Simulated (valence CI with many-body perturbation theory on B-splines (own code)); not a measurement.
**Nb XXVIII: what the settings do**

Computed by valence CI with perturbative core correlation (CI+MBPT): four valence electrons over a frozen Dirac-Fock core [Ne], radial functions for each j: 6 s, 6 p, 5 d, 3 f, 1 g, with the one-electron correlation potential Σ1, the two-electron term Σ2, the three-electron term Σ3, Breit, model QED; selected CI, second order for the rest, scaled by the run's own slope (own B-spline code, finite nucleus).

No measured spectrum was set against this ion. As an estimate, large intervals hold to a few tenths of a per cent, small ones and those within an open d or f shell to about a per cent.

The reference run has the lowest level (3s^2 3p1/2^2) J=0 and an ionisation energy of 1437.68 eV. Its largest variational space holds 9995 state functions.

Levels are named by their leading jj configuration (3d3/2^4 stands for four electrons in 3d with j = 3/2), which in mixed levels can hold well under half, so a name can repeat and another be missing. Letters in brackets count levels of one name in rising energy.

Changed runs:
A. logarithmic knot step 0.27 → 0.2
B. Breit term on → off
C. lowest core n in screening and Σ2 1 → 4
D. correlating orbitals by l 3 3 3 2 1 → 2 2 1 1 0; natural orbitals for correlation on → off (bad on purpose)

Excitation energies of the reference run in cm⁻¹, and shifts in cm⁻¹:

```
                     Level  Reference         A      B      D
    (3s^2 3p1/2 3p3/2) J=1     141772      +0.3  +3014   -389
    (3s^2 3p1/2 3p3/2) J=2     175716      +0.4  +3618   +196
        (3s^2 3p3/2^2) J=2     343525      +0.7  +6360   +154
        (3s^2 3p3/2^2) J=0     424972      +0.7  +5797  +1044
    (3s 3p1/2^2 3p3/2) J=2     655083      -0.1  +1001  -1658
    (3s 3p1/2^2 3p3/2) J=1     774028         0   +950   -101
    (3s 3p1/2 3p3/2^2) J=2     812936      +0.2  +2855   -824
    (3s 3p1/2 3p3/2^2) J=3     860984      +0.3  +4316   -576
(3s^2 3p1/2 3d3/2) J=2 [a]     925776      +0.7  +4677   -121
    (3s 3p1/2 3p3/2^2) J=0     935991      +0.3  +2930   +206
(3s 3p1/2 3p3/2^2) J=1 [a]     953551      +0.3  +3681    +81
(3s^2 3p1/2 3d3/2) J=2 [b]    1009030      +0.8  +5353   +567
    Ionisation energy (eV)    1437.68  +0.00044  +1.06  -0.26
```

Run C: It gave no result: the setting left no core shell for the response of the core. The program said: "need at least one array to concatenate".
